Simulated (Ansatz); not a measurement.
`[F][Ta]([F])([F])([F])[Cl]` + H₂O → `[OH][Ta]([F])([F])([F])[F]` + HCl at 600 K and 1 bar (formal hydrolysis of a Ta–Cl bond).

Computed with Ansatz on PBE0-D4/def2-TZVP structures; ΔE is electronic, products minus reactants. CBS: MP2 limit from def2 TZ/QZ plus the TZ coupled-cluster correction, frozen cores. This one scheme is used for every species. def2 core potentials past Kr. For Ta outer-core shells are correlated without core-valence functions, which leaves a few kJ/mol of doubt a bond. Each species was taken in one conformer, which may not be the lowest.

```
                     species  CCSD(T)/CBS energy (Eh)  H − E (kJ/mol)  S (J/(mol·K))
`[F][Ta]([F])([F])([F])[Cl]`               -916.15583            85.3          450.8
                         H₂O                -76.37941            76.8          212.8
`[OH][Ta]([F])([F])([F])[F]`               -532.15329           120.7          459.5
                         HCl               -460.38127            35.4          207.2
```

H − E and S are ideal-gas, rigid-rotor, harmonic terms from PBE0-D4/def2-TZVP, for one conformer and one mirror image of each species. 1 Eh = 2625.50 kJ/mol, R = 8.31446 J/(mol·K).

**Question.** By hand: ΔE, ΔH, ΔS and ΔG.

**Answer.** ΔE = (-532.15329) + (-460.38127) − (-916.15583) − (-76.37941) = 0.00068 Eh = 1.8 kJ/mol. Δ(H − E) = 120.7 + 35.4 − 85.3 − 76.8 = -6.0, so ΔH = -4.2 kJ/mol. ΔS = 459.5 + 207.2 − 450.8 − 212.8 = 3.1 J/(mol·K). ΔG = -4.2 − 600 × (3.1)/1000 = -6.1 kJ/mol.

**Question.** By hand: the equilibrium constant, and the temperature at which ΔG would vanish if ΔH and ΔS stayed fixed.

**Answer.** log₁₀ K = −ΔG/(RT ln 10) = 0.5. ΔH and −TΔS have one sign here, so there is no such temperature.

TΔS isn't small against ΔH here. A doubt of 5 kJ/mol in ΔE shifts log₁₀ K by 0.4 here. Other conformers and mirror images would add mixing entropy, several J/(mol·K) or more a flexible species. These are equilibria of isolated gas molecules and say nothing of rates. Largest T1 diagnostic: 0.018 (customary marks: 0.02 for closed shells, 0.045 for open ones).

ΔS is within the doubt of such terms, so its sign, and with it that verdict, could turn.
